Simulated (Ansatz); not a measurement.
`[SiH3][SiH2][SiH2][SiH2][SiH2][SiH3]` + CH₃OH → `CO[SiH2][SiH3]` + `[SiH3][SiH2][SiH2][SiH3]`  (cleavage of the Si–Si bond)

Program: Ansatz. Geometries: PBE0-D4/def2-TZVP. ΔE: electronic, gas phase. CCSD(T)/CBS is the MP2 limit (def2-TZVPP, def2-QZVPP) plus CCSD(T) − MP2 in def2-TZVPP, frozen cores. This one scheme is used for every species. DFT in def2-TZVPP. HSE06 is defined as in plane-wave codes. Each species was taken in one conformer, which may not be the lowest.

| level | ΔE (kJ/mol) | difference from CCSD(T)/CBS |
| --- | --- | --- |
| PBE-D4 | -40.7 | 21.1 |
| BLYP-D4 | -61.0 | 0.8 |
| PBE0-D4 | -45.0 | 16.8 |
| HSE06-D4 | -44.8 | 17.0 |
| ωB97X-V | -64.9 | -3.1 |
| PBE-QIDH | -61.4 | 0.4 |
| RPA@PBE/def2-TZVPP | -67.6 | -5.8 |
| HF/def2-QZVPP | -105.3 | -43.5 |
| MP2/def2-QZVPP | -67.3 | -5.5 |
| CCSD/CBS(def2) | -67.7 | -5.9 |
| CCSD(T)/CBS | -61.8 | 0 |

Largest T1 diagnostic among the species: 0.014.

From BLYP to BHLYP (50 % exact exchange), in def2-TZVPP and without D4, ΔE moves by −6.7 kJ/mol. Leaving LDA and LC-ωPBE aside and taking each functional with its dispersion term where it has one, the values, not all of them listed here, spread over 37.1 kJ/mol, from B2PLYP to PBE-D4. LDA lies +5.6 kJ/mol from PBE without D4. In def2-TZVPP, CCSD(T) changes the Hartree–Fock value by +39.3 kJ/mol (the triples alone add +5.9 kJ/mol) and MP2 by +35.5 kJ/mol.
